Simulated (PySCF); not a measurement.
## From computed data to an observable: entropy of an ideal gas

CH5BrFNSi, SMILES C[Si](N)(F)Br.

Geometry: PBE0-D3(BJ)/def2-SVP. The structure was generated by enumeration, and PubChem lists no compound with its InChIKey, so it may never have been made. One conformer was computed; it need not be the lowest.

PySCF 2.14.0 with PBE0-D3(BJ)/def2-SVP gives the harmonic wavenumbers 136, 146, 157, 239, 246, 255, 306, 360, 436, 699, 739, 791, 859, 879, 954, 1275, 1422, 1426, 1532, 3065, 3169, 3187, 3618, 3722 cm⁻¹ and the rotational temperatures 0.1692, 0.0717, 0.0704 K. The molar mass is 158.05 g/mol, the symmetry number 1, the spin multiplicity 1.

Problem. Work out the entropy at 298.15 K and 1 atm in the rigid-rotor, harmonic-oscillator model.

Solution. 
Translation (Sackur–Tetrode at 1 atm): S = R[1.5 ln M + 2.5 ln T − 1.16487] = 171.9 J/(mol K).
Rotation: q = (√π/σ) T^1.5/√(θA θB θC) = 312000, S = R[ln q + 3/2] = 117.7 J/(mol K).
Vibration: with u = 1.4388 ν/T, each mode gives R[u/(e^u − 1) − ln(1 − e^−u)]:
```tsv
ν (cm⁻¹)	modes	u	S (J/(mol K))
136	1	0.66	11.96
146	1	0.70	11.40
157	1	0.76	10.82
239	1	1.15	7.57
246	1	1.19	7.36
255	1	1.23	7.10
306	1	1.48	5.79
360	1	1.74	4.69
436	1	2.10	3.51
699	1	3.37	1.29
739	1	3.57	1.10
791	1	3.82	0.90
859	1	4.15	0.69
879	1	4.24	0.64
954	1	4.60	0.47
1275	1	6.15	0.13
1422	1	6.86	0.07
1426	1	6.88	0.07
1532	1	7.39	0.04
```
The stiffer modes add less than 0.005 each. Sum 75.6 J/(mol K).
Spin: R ln 1 = 0.0 J/(mol K).
Total 365.1 J/(mol K); the program's own thermochemistry gives 365.2. Translation makes up 47 % and vibration 21 %. Anharmonicity, hindered rotation and orbital degeneracy are left out.
